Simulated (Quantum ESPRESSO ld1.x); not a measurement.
Task: All-electron atom: the rhodium ion Rh42+ in 1s1.5 2s1 2p0.5 (fractional occupations, a model configuration). All-electron calculation, Dirac Kohn-Sham, PBE, spin-unpolarised, spherical densities, point nucleus; open shells fill j = l - 1/2 first. Program: ld1.x of Quantum ESPRESSO 7.5.

Spin-orbit splittings of the eigenvalues, e(l+1/2) - e(l-1/2), with zeta = 2 splitting/(2l+1) and mean radii in bohr:

shell  occ.  splitting (eV)  zeta (eV)  <r> j=l-1/2  <r> j=l+1/2
2p      0.5               ?          ?       0.1095       0.1137
3p        0           52.65      35.10       0.2805       0.2865
3d        0           15.65      6.258       0.2416       0.2437

Estimate the 2p splitting.

Result: 180.3 eV (zeta = 120.2 eV).
